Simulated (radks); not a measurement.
Problem. The mean radii <r> (bohr) of the occupied orbitals of an atom or ion are listed with their occupations. All-electron calculation, Dirac Kohn-Sham, PBE, spin-unpolarised, spherical densities, point nucleus. Program: a radial shooting solver on a logarithmic mesh with Libxc functionals.

orbital  occ.      <r>
1s1/2       2  0.01631
2s1/2       2  0.06805
2p1/2       2  0.05589
2p3/2       4  0.06468
3s1/2       2   0.1770
3p1/2       2   0.1674
3p3/2       4   0.1835
3d3/2       4   0.1595
3d5/2       6   0.1644
4s1/2       2   0.3914
4p1/2       2   0.3931
4p3/2       4   0.4274
4d3/2       4   0.4332
4d5/2       6   0.4443
5s1/2       2   0.8738
4f5/2       6   0.4637
4f7/2       8   0.4702
5p1/2       2   0.9346
5p3/2       3    1.024
5d3/2       4    1.277
5d5/2       6    1.318
6p1/2       1    2.445

Name the element and its charge. Open shells, if any, fill j = l - 1/2 first.

Solution. Z = 81, thallium, charge +3: Tl3+ in [Kr] 4d10 4f14 5s2 5p5 5d10 6p1. The 1s radius gives Z: for a bare nucleus <r> = (2 gamma + 1)/(2Z) with gamma = sqrt(1 - (Z/c)^2), 0.01613 bohr for Z = 81, and screening makes it slightly larger (0.01631 here). The occupations add up to 78, and the charge is Z minus that.
